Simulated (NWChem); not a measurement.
AlH₃SO; SMILES [AlH]([OH])[SH]

```xyz
6

Al    -0.4720    -0.5887     0.0000
H     -1.9946    -1.0072     0.0000
O      0.8135    -1.7034     0.0000
H      0.7470    -2.6593     0.0000
S      0.0997     1.5134     0.0000
H      1.4197     1.2183     0.0000
```
Atoms are numbered in this order, from 1.

Coordinates come from a PBE0/def2-SVP optimisation.

**Question.** Give the principal values of the shielding tensors (ppm) of Al1, O3, S5 from PBE0/pcSseg-1, GIAO (NWChem), with their diamagnetic and paramagnetic parts as GIAO splits them.

**Answer.** 
| atom | σ11 | σ22 | σ33 | isotropic | diamagnetic | paramagnetic |
|---|---|---|---|---|---|---|
| Al1 | 343.6 | 363.6 | 436.9 | 381.4 | 795.7 | -414.3 |
| O3 | 202.1 | 297.7 | 311.5 | 270.4 | 389.5 | -119.0 |
| S5 | 600.1 | 727.0 | 864.5 | 730.6 | 1058.0 | -327.5 |
